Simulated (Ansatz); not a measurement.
Program: Ansatz. Geometries: PBE0-D4/def2-TZVP. ΔE: electronic, gas phase. CBS: MP2 limit from def2 TZ/QZ plus the TZ coupled-cluster correction, frozen cores. This one scheme is used for every species, atoms too. DFT in def2-TZVPP. Open shells (•) are unrestricted, without spin–orbit coupling. Spin–orbit coupling would lower the free atoms: a little for F, O; clearly for Br; strongly for In. Elements past krypton have def2 core potentials. Bonds to Br, In are less sure, by a few kJ/mol each and by 10 to 20 or more in all where they break to atoms, as the def2 sets lack core-valence functions. Scalar relativity is left out up to krypton. One conformer a species, not always the lowest.

Consider the atomization: `[OH][In]([F])[Br]` → Br• + F• + H• + In• + O•.

(1) What is ΔE at CCSD(T)/CBS? (Estimate.)

(2) What do these levels give: PBE-D4, revPBE-D4, r2SCANh-D4, ωB97X-V, B2PLYP, PBE-QIDH, PBE0, r2SCANh, CCSD/def2-SVP, MP2/def2-TZVPP, CCSD/def2-TZVPP, HF/def2-QZVPP? (Estimate.)

Largest T1 diagnostic among the species: 0.015.

Results:

(1) Computed: +359.3 kcal/mol.

(2) The calculation gave: PBE-D4 360.1, revPBE-D4 344.6, r2SCANh-D4 347.7, ωB97X-V 353.4, B2PLYP 344.0, PBE-QIDH 345.7, PBE0 342.9, r2SCANh 347.1, CCSD/def2-SVP 315.1, MP2/def2-TZVPP 358.7, CCSD/def2-TZVPP 332.2, HF/def2-QZVPP 228.0 kcal/mol.

At CCSD(T), def2-SVP lies −38.9 kcal/mol from the extrapolated value and def2-TZVPP −17.4 kcal/mol: correlation converges slowly with the basis, and small sets miss more of it in the bonded molecule than in its fragments. The D4 term adds +3.8 kcal/mol with B3LYP and +2.0 kcal/mol with PBE0; it sums over pairs of atoms, weighted by their polarisabilities, and B3LYP, whose exchange is more repulsive, gets the larger term. From BLYP to BHLYP (50 % exact exchange), in def2-TZVPP and without D4, ΔE moves by −22.5 kcal/mol: exact exchange takes away binding that semilocal exchange gives to molecules.

B3LYP here is the variant with VWN-RPA as its local correlation; programs differ in this.

For atomizations the MP2-based limit and the directly extrapolated one differ by several kJ/mol either way, and by 10 to 25 for some Ge, Se and Sn compounds, so smaller differences from it don't rank the levels.
